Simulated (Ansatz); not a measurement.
Relaxation of CH₅BrGaN (9 atoms, charge 0, multiplicity 1), to a largest force component of 0.015 eV/Å in at most 40 steps.

These are results of RKS B3LYP/def2-SVP (Ansatz 0.2.0), not measurements.

```xyz
9
Properties=species:S:1:pos:R:3:forces:R:3
N -0.351 1.700 -0.993 -0.29 -0.60 2.74
Ga 0.928 0.528 0.120 -9.19 5.98 3.61
C 0.194 -1.079 0.758 0.85 -0.31 4.28
Br -1.203 -1.897 -0.122 -1.47 -0.61 -0.83
H -0.770 1.081 -1.743 0.61 0.32 1.17
H -1.065 1.733 -0.202 0.10 0.37 -1.71
H 1.634 0.055 -0.674 11.10 -4.47 -9.48
H 0.861 -1.842 1.285 -0.69 1.01 -0.66
H -0.140 -0.325 1.554 -1.02 -1.67 0.88
```

Problem. Where does it end, and by what steps?

Solution. The run converged. The force dipped under the threshold on the way, but the program's further checks kept it going. After 15 steps the energy has fallen by 5.990 eV; H5 moved furthest, 1.24 Å. The start is strongly strained (largest force component 11 eV/Å).

| step | energy less start (eV) | largest force component (eV/Å) | accepted |
| --- | --- | --- | --- |
| 0 | 0.0000 | 11.103 | yes |
| 1 | -2.9576 | 5.686 | yes |
| 2 | -4.6226 | 2.157 | yes |
| 3 | -5.4215 | 0.690 | yes |
| 4 | -5.6285 | 0.800 | yes |
| 5 | -5.7472 | 0.484 | yes |
| 6 | -5.8406 | 0.495 | yes |
| 7 | -5.9108 | 0.562 | yes |
| 8 | -5.9612 | 0.255 | yes |
| 9 | -5.9821 | 0.137 | yes |
| 10 | -5.9871 | 0.036 | yes |
| 11 | -5.9886 | 0.043 | yes |
| 12 | -5.9895 | 0.089 | yes |
| 13 | -5.9898 | 0.058 | yes |
| 14 | -5.9902 | 0.012 | yes |
| 15 | -5.9902 | 0.008 | yes |

```xyz
9
Properties=species:S:1:pos:R:3
N -0.403 1.592 -0.816
Ga 0.635 0.140 -0.466
C 0.070 -1.034 1.038
Br -0.784 -2.609 0.173
H -0.264 2.206 -1.612
H -1.251 1.829 -0.312
H 1.884 -0.128 -1.364
H 0.893 -1.437 1.642
H -0.692 -0.604 1.701
```

The run took 51 s on 2 threads of Intel(R) Xeon(R) Platinum 8488C (Sapphire Rapids), on a shared host, peak memory 0.33 GiB.
